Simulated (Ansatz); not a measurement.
Two members of one family (Oligo(selenophene), dithiol), computed with Ansatz in the gas phase. Binding counts from free atoms in the multiplicity of their measured ground term, without zero-point energy. Sets without diffuse functions give affinities that are too small. A dash marks a value that wasn't run or was left out as unsound. The structures are stationary points that may keep the symmetry of their start. Remarks come from the PBE and PBE0 runs and from stability tests at other levels; not every state was tested. A HOMO above zero means that the electron is unbound at that level and held by the basis, or that self-interaction error raises the level; the energy of removing that electron tells which.

First: Sc1ccc(-c2ccc(-c3ccc(S)[se]3)[se]2)[se]1 (singlet, charge 0, PBE-D4/def2-SVP geometry).

Cartesian coordinates in Å:
```
S 5.470 -0.322 -4.483
C 4.302 -0.353 -3.167
C 4.456 -0.761 -1.852
C 3.287 -0.655 -1.046
C 2.147 -0.161 -1.670
C 0.833 0.059 -1.133
C -0.313 0.530 -1.769
C -1.473 0.642 -0.964
C -1.331 0.268 0.371
C -2.308 0.267 1.424
C -2.167 -0.083 2.762
C -3.332 0.023 3.573
C -4.467 0.466 2.913
S -6.093 0.741 3.527
Se -4.107 0.799 1.089
Se 0.453 -0.297 0.694
Se 2.538 0.239 -3.492
H 6.510 -0.792 -3.738
H 5.412 -1.142 -1.464
H 3.283 -0.951 0.014
H -0.313 0.798 -2.837
H -2.432 1.004 -1.363
H -1.203 -0.422 3.171
H -3.335 -0.225 4.644
H -5.820 0.327 4.796
```

```csv
level,HOMO (eV),LUMO (eV),gap (eV),vertical IE (eV),vertical EA (eV),vertical triplet (eV),binding per atom (eV)
PBE-D4/def2-SVP,-4.36,-2.55,1.81,–,–,–,5.01
PBE-D4/def2-TZVP,-4.47,-2.70,1.76,6.20,1.04,1.57,4.95
r2SCAN-D4/def2-TZVP,-4.59,-2.68,1.91,–,–,–,4.76
PBE0-D4/def2-SVP,-5.22,-2.06,3.16,–,–,–,4.86
PBE0-D4/def2-TZVP,-5.26,-2.16,3.10,6.43,1.06,1.68,4.80
```

Remarks: HOMO above zero (-1 doublet).

Second: Sc1ccc(-c2ccc(-c3ccc(-c4ccc(S)[se]4)[se]3)[se]2)[se]1 (singlet, charge 0, PBE-D4/def2-SVP geometry).

Cartesian coordinates in Å:
```
S 6.1302 2.4515 6.2267
C 4.8755 1.6748 5.2694
C 4.1526 0.5199 5.5223
C 3.2065 0.1694 4.5180
C 3.1269 1.0163 3.4193
C 2.2866 0.9312 2.2585
C 2.2381 1.7667 1.1432
C 1.2907 1.4257 0.1485
C 0.5159 0.2937 0.4012
C -0.5118 -0.2975 -0.4044
C -1.2890 -1.4278 -0.1504
C -2.2375 -1.7676 -1.1434
C -2.2831 -0.9332 -2.2605
C -3.1263 -1.0172 -3.4195
C -3.2071 -0.1687 -4.5178
C -4.1567 -0.5163 -5.5191
C -4.8802 -1.6704 -5.2659
S -6.1414 -2.4416 -6.2188
Se -4.3640 -2.4509 -3.6254
Se -0.9973 0.4519 -2.0818
Se 1.0044 -0.4582 2.0772
Se 4.3646 2.4503 3.6238
H 6.0503 1.5792 7.2711
H 4.3028 -0.0804 6.4315
H 2.5730 -0.7270 4.6021
H 2.9034 2.6385 1.0455
H 1.1672 2.0151 -0.7726
H -1.1678 -2.0144 0.7728
H -2.9057 -2.6369 -1.0443
H -2.5724 0.7272 -4.6013
H -4.3099 0.0866 -6.4268
H -6.0386 -1.5899 -7.2791
```

**Question.** Estimate how these quantities change from the first to the second (second minus first).

**Answer.** 
```json
{"level": "PBE-D4/def2-SVP", "Δ HOMO (eV)": "0.05", "Δ LUMO (eV)": "-0.20", "Δ gap (eV)": "-0.25", "Δ vertical IE (eV)": "–", "Δ vertical EA (eV)": "–", "Δ vertical triplet (eV)": "–", "Δ binding per atom (eV)": "0.11"}
{"level": "PBE-D4/def2-TZVP", "Δ HOMO (eV)": "0.06", "Δ LUMO (eV)": "-0.18", "Δ gap (eV)": "-0.24", "Δ vertical IE (eV)": "-0.26", "Δ vertical EA (eV)": "0.38", "Δ vertical triplet (eV)": "-0.20", "Δ binding per atom (eV)": "0.10"}
{"level": "r2SCAN-D4/def2-TZVP", "Δ HOMO (eV)": "0.07", "Δ LUMO (eV)": "-0.20", "Δ gap (eV)": "-0.27", "Δ vertical IE (eV)": "–", "Δ vertical EA (eV)": "–", "Δ vertical triplet (eV)": "–", "Δ binding per atom (eV)": "0.10"}
{"level": "PBE0-D4/def2-SVP", "Δ HOMO (eV)": "0.09", "Δ LUMO (eV)": "-0.25", "Δ gap (eV)": "-0.34", "Δ vertical IE (eV)": "–", "Δ vertical EA (eV)": "–", "Δ vertical triplet (eV)": "–", "Δ binding per atom (eV)": "0.10"}
{"level": "PBE0-D4/def2-TZVP", "Δ HOMO (eV)": "0.10", "Δ LUMO (eV)": "-0.23", "Δ gap (eV)": "-0.33", "Δ vertical IE (eV)": "-0.24", "Δ vertical EA (eV)": "0.36", "Δ vertical triplet (eV)": "-0.17", "Δ binding per atom (eV)": "0.10"}
```

Remarks: HOMO above zero (-1 doublet).
